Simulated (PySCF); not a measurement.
# Electron correlation in F²⁺ (fluorine, charge +2)

[He] 2s2 2p3, high-spin 4S determinant. Computed with PySCF 2.14 in dyall-acv3z (15s9p4d2f, 76 functions), with no relativity, point nucleus. Frozen: nothing; 7 electrons correlated; the 5 highest virtual orbitals of each spin left out.

| level | correlation energy (mhartree) |
| --- | --- |
| CCSD | -174.05 |
| (T) | -1.44 |
| CCSD(T) | -175.49 |

Diagnostics: T1 = 0.0025, D1 = 0.0079, largest double amplitude 0.027.

Problem. Is a single reference adequate?

Solution. Yes: T1 lies below 0.03 and no double amplitude reaches 0.07.
